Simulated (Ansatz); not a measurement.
CH4BClFGa (`FC[B](Cl)[GaH2]`), one more setting.

```yaml
crystal:
  periodic: [false, false, false]
  atoms:
    - {symbol: F, position_ang: [1.419313, 0.522389, 1.293907]}
    - {symbol: C, position_ang: [1.255962, 0.646013, -0.454481]}
    - {symbol: B, position_ang: [-0.141797, -0.077496, -0.683287]}
    - {symbol: Cl, position_ang: [-0.582424, -0.068905, -2.475665]}
    - {symbol: Ga, position_ang: [-1.521156, -0.681610, 0.869317]}
    - {symbol: H, position_ang: [2.013515, -0.110872, -0.896119]}
    - {symbol: H, position_ang: [1.459827, 1.644554, -0.744558]}
    - {symbol: H, position_ang: [-1.319985, -2.167371, 1.395450]}
    - {symbol: H, position_ang: [-2.596116, 0.252128, 1.574834]}
basis:
  gaussian: {orbitals: aug-cc-pVDZ, point_charges: [{charge: 2.00, position_ang: [4.739, -0.167, 0.667]}]}
magnetization: {spin_polarized: true, initial_magnetization: 2}
hamiltonian: {xc: {name: B97M-V}}
```

```sh
$ ansatz run in.yaml --threads 4 --pin off --events-out ev --progress --plain --max-ram 10444MiB
```

Output, abridged:

```
Functional definition: B97M-V
1634 factors; their error is unknown
mean field evaluation 1: about -69354.2119 eV, gradient 6.6e1 eV
mean field evaluation 2: about -68879.3371 eV, gradient 2.0e2 eV
mean field evaluation 4: about -69340.2845 eV, gradient 8.7e1 eV
mean field evaluation 8: about -69382.1946 eV, gradient 2.8e0 eV
mean field evaluation 16: about -69382.2023 eV, gradient 3.1e-2 eV
mean field -69382.20231571 eV, -2549.7489061565 hartree, gradient 3.2e-5 eV, S^2 2.004681; 4 other end points of the search recorded, 0 dependent functions left out
reference -69382.20248749 eV, -2549.7489124693 hartree; 37, 35 occupied and 131, 133 virtual orbitals, 1634 factors
Total energy: -69382.20248749 eV, -2549.7489124693 hartree
```

Hardware: 4 threads of an Intel Xeon on a shared host. Wall time 66 s, peak host memory 0.69 GiB.
